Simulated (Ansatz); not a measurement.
`[CH3][W]([OH])(=[S])=[S]` + HCl → `[OH][W](=[S])(=[S])[Cl]` + CH₄ at 700 K and 1 bar (ligand exchange at a W–C bond).

Gas-phase electronic energies from Ansatz, PBE0-D4/def2-TZVP geometries. CCSD(T)/CBS adds triple-zeta CCSD(T) − MP2 to the extrapolated MP2 energy (def2 sets, frozen cores). This one scheme is used for every species. def2 core potentials past Kr. For W outer-core shells are correlated without core-valence functions, which leaves a few kJ/mol of doubt a bond. One conformer a species, not always the lowest.

```
                   species  CCSD(T)/CBS energy (Eh)  H − E (kJ/mol)  S (J/(mol·K))
`[CH3][W]([OH])(=[S])=[S]`               -978.28285           217.4          491.8
                       HCl               -460.38127            38.4          211.8
 `[OH][W](=[S])(=[S])[Cl]`              -1398.25209           114.6          463.2
                       CH₄                -40.46206           145.9          224.0
```

H − E and S are ideal-gas, rigid-rotor, harmonic terms from PBE0-D4/def2-TZVP, for one conformer and one mirror image of each species. 1 Eh = 2625.50 kJ/mol, R = 8.31446 J/(mol·K).

**Question.** By hand: ΔE, ΔH, ΔS and ΔG.

**Answer.** ΔE = (-1398.25209) + (-40.46206) − (-978.28285) − (-460.38127) = -0.05003 Eh = -131.4 kJ/mol. Δ(H − E) = 114.6 + 145.9 − 217.4 − 38.4 = 4.7, so ΔH = -126.7 kJ/mol. ΔS = 463.2 + 224.0 − 491.8 − 211.8 = -16.4 J/(mol·K). ΔG = -126.7 − 700 × (-16.4)/1000 = -115.2 kJ/mol.

**Question.** By hand: the equilibrium constant, and the temperature at which ΔG would vanish if ΔH and ΔS stayed fixed.

**Answer.** log₁₀ K = −ΔG/(RT ln 10) = 8.6. ΔG = 0 at ΔH/ΔS = 7726 K, far beyond where these terms or the molecules hold.

ΔH outweighs TΔS. A doubt of 5 kJ/mol in ΔE shifts log₁₀ K by 0.4 here. Other conformers and mirror images would add mixing entropy, several J/(mol·K) or more a flexible species. These are equilibria of isolated gas molecules and say nothing of rates. Largest T1 diagnostic: 0.022 (customary marks: 0.02 for closed shells, 0.045 for open ones).
